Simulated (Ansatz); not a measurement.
A geometry relaxed with B3LYP-D3(BJ)/def2-TZVP (Ansatz, an electronic-structure program), charge 0, multiplicity 1:

```xyz
8

N      2.5898    -0.9409     0.0651
N      0.5750     0.5098    -0.1072
H      0.7454     1.4908    -0.2738
Si    -1.0677    -0.0992     0.0546
H     -1.3334    -1.1158    -0.9821
C      1.6678    -0.2482    -0.0183
H     -1.2611    -0.6911     1.3932
H     -1.9156     1.0947    -0.1316
```

### Question
Write the SMILES of this molecule.

### Answer
`N#CN[SiH3]`
